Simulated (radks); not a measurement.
Species: La36+. Configuration: [Ar] 3d3.

Calculated with a radial shooting solver on a logarithmic mesh with Libxc functionals: Dirac Kohn-Sham, relativistic LDA (MacDonald-Vosko exchange, VWN5 correlation), spin-unpolarised, spherical densities, finite nucleus; open shells fill j = l - 1/2 first; Fermi nuclear charge, rms radius 4.855 fm.

Energy parts (eV):
| part | energy |
|---|---|
| total | -204293.56 |
| kinetic | 219600.04 |
| electron-nucleus | -456470.46 |
| Hartree | 35892.54 |
| exchange-correlation | -3315.67 |

Orbitals (lengths in bohr, moments of r in powers of bohr; <r^-3> diverges for s and p1/2; r(90%) holds 90 % of the orbital's charge):
| orbital | occ. | eigenvalue (eV) | r(90%) | <r^2> | <r^-3> |
|---|---|---|---|---|---|
| 1s1/2 | 2 | -40313.31 | 0.0453 | 0.0008602 | - |
| 2s1/2 | 2 | -7920.958 | 0.165 | 0.01344 | - |
| 2p1/2 | 2 | -7594.973 | 0.147 | 0.009843 | - |
| 2p3/2 | 4 | -7180.985 | 0.155 | 0.01106 | 6722 |
| 3s1/2 | 2 | -2850.204 | 0.390 | 0.08167 | - |
| 3p1/2 | 2 | -2722.687 | 0.380 | 0.07519 | - |
| 3p3/2 | 4 | -2626.867 | 0.393 | 0.08082 | 1602 |
| 3d3/2 | 3 | -2424.490 | 0.355 | 0.06207 | 272.3 |
| 3d5/2 | 0 | -2402.310 | 0.359 | 0.06357 | 249.1 |

The highest occupied level is 3d3/2 at -2424.5 eV. For comparison, the ionisation energy in NIST's Atomic Spectra Database is 2473 eV (theoretical). In exact Kohn-Sham theory the highest level is minus the ionisation energy, but local and semilocal functionals leave it too shallow, through self-interaction and a potential that decays too fast; potentials with the right tail come closer.

Beside tabulated values, note that spin-unpolarised runs miss the spin-polarisation part of the exchange energy of open shells.
